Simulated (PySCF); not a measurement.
**Radial density of Rh³⁺ (rhodium, charge +3)**

M06-L, [Kr] 4d6, high-spin 5D determinant. Calculation: PySCF 2.14, in aug-cc-pVTZ-PP with ECP28MDF (6s6p5d3f2g, 88 functions); scalar relativity through the core potential. This is the valence pseudo-density: the core potential removes the inner electrons and smooths the orbitals near the nucleus.

```
r (bohr)  4πr²ρ (e/bohr)  4πr²(ρα − ρβ)
  0.0178       1.057e-05         0.0000
  0.0299       2.677e-05         0.0000
  0.0504       6.286e-05         0.0000
  0.0847       0.0002158         0.0000
   0.142        0.001986         0.0006
   0.240         0.03066         0.0097
   0.403          0.7463         0.1600
   0.678           9.137         1.5873
    1.14           13.21         3.5161
    1.92           2.632         1.2451
    3.23         0.09170         0.0469
    5.43       0.0002529         0.0002
```

Energies and moments cover only the electrons outside the core potential.
